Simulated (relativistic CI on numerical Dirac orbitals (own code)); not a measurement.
**Hyperfine structure of Ir⁶⁶⁺, mass number 191**

Computed by Dirac-Coulomb-Breit CI, KLI orbitals optimised for each configuration, QED by a radiative potential, unscaled Slater integrals (own radial code, finite nucleus).

Configuration list (outside the closed core [Ne]): 3s, 3p, 3d, 4s, 4p, 4d, 4f, 5s, 5p, 5d, 5f, 5g, 6s, 6p, 6d. Levels of other configurations are missing.

Nuclear spin I = 3/2, μ = 0.1502 μN, Q = 0.816 b (tables of Stone and Pyykkö). The electronic factors are computed for point nuclear moments, without core polarisation or the Bohr-Weisskopf and QED corrections.

| Level | E (eV) | A (GHz) | B (GHz) |
| --- | --- | --- | --- |
| 3s ²S1/2 | 0.00 | 749.3 |  |
| 3p ²P°1/2 | 170.21 | 246 |  |
| 3p ²P°3/2 | 621.77 | 25.85 | 431 |
| 3d ²D3/2 | 817.97 | 14 | 78.7 |
| 3d ²D5/2 | 919.97 | 5.524 | 94.5 |
| 4s ²S1/2 | 3583.42 | 307 |  |
| 4p ²P°1/2 | 3653.63 | 102.3 |  |
| 4p ²P°3/2 | 3838.58 | 10.91 | 183 |

Levels with J = 0, under 50 % of one LS term, or S terms without an open s electron are left out. Small factors come from cancelling terms and can be off by tens of per cent or more.

At this charge energies of transitions that change n are usually good to better than 1 %, and those within a shell (Δn = 0) to a few per cent.

Give the hyperfine levels of 3s ²S1/2 relative to its centre of gravity.

With K = F(F + 1) − I(I + 1) − J(J + 1), E = AK/2: F = 1: -936.6, F = 2: 562 GHz.
